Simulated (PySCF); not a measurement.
Potential energy of InI along the bond

Set-up: PySCF, scalar-relativistic core potentials, basis sets In cc-pVTZ-PP with ECP28, I cc-pVTZ-PP with ECP28. Energies in eV from In + I in their ground configurations at the same level. State: ¹Σ⁺ (singlet), closed shell.

```json
{"R (Å)": "2.394", "PBE0": "-2.834"}
{"R (Å)": "2.506", "PBE0": "-3.296"}
{"R (Å)": "2.617", "PBE0": "-3.543"}
{"R (Å)": "2.700", "PBE0": "-3.628"}
{"R (Å)": "2.784", "PBE0": "-3.650"}
{"R (Å)": "2.868", "PBE0": "-3.627"}
{"R (Å)": "2.979", "PBE0": "-3.543"}
{"R (Å)": "3.118", "PBE0": "-3.384"}
{"R (Å)": "3.285", "PBE0": "-3.148"}
{"R (Å)": "3.508", "PBE0": "-2.806"}
```

Problem. Put a parabola through the three lowest points of the PBE0 curve and estimate Re, k and ωe (reduced mass 60.3 u; 1 eV/Å² = 0.16022 mdyn/Å; ωe = 1302.8·√(k/μ) cm⁻¹).

Solution. Through R = 2.7, 2.784, 2.868 Å the second-order coefficient is 3.19 eV/Å², so Re ≈ 2.783 Å, k ≈ 1.02 mdyn/Å and ωe ≈ 170 cm⁻¹. A polynomial fit of higher order to the unrounded PBE0 energies gives Re = 2.779 Å, k = 1.08 mdyn/Å, ωe = 174 cm⁻¹; anharmonicity and rounding make the difference.

The higher-order fit for each curve: PBE0: Re = 2.779 Å, ωe = 174 cm⁻¹, De = 3.65 eV.

These are scalar-relativistic numbers at best; spin–orbit coupling would shift them, the dissociation energy most.
